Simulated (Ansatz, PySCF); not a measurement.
BGeH5O2, SMILES O[B](O)[GeH3].

Geometry optimised at ωB97X-D3(BJ)/def2-SVP. This is a generated structure with no PubChem entry under its InChIKey; it may be hypothetical. The values are those of a single conformer.

Vertical ionisation energy (IE) and electron affinity (EA) in eV. Rows of orbital energies are one-electron estimates. Where ΔSCF, EOM or ADC give a negative EA the extra electron is unbound and the value depends on the basis.

```csv
level,IE,EA
"−ε(HOMO), −ε(LUMO), CAM-B3LYP/def2-TZVP (PySCF)",9.43,-0.89
"−ε(HOMO), −ε(LUMO), PBE/def2-TZVP (PySCF)",6.74,1.05
"ΔSCF, CAM-B3LYP/def2-SVPD (Ansatz), final states of multiplicity 2 and 2",10.47,-0.89
"ΔSCF, PBE/def2-SVPD (Ansatz), final states of multiplicity 2 and 2",___,___
```

Fill in the missing entries. (The exact figures need the calculation; the answer reports its results.)


- ΔSCF, PBE/def2-SVPD (Ansatz, an electronic-structure program), final states of multiplicity 2 and 2, IE: 9.95
- ΔSCF, PBE/def2-SVPD (Ansatz), final states of multiplicity 2 and 2, EA: -0.62

What vertical singlet–triplet gap does ΔSCF give with CAM-B3LYP/def2-SVPD (Ansatz) and with PBE/def2-SVPD (Ansatz)? (The exact figures need the calculation; the answer reports its results.)

5.76 and 5.25 eV (triplet above singlet where positive).
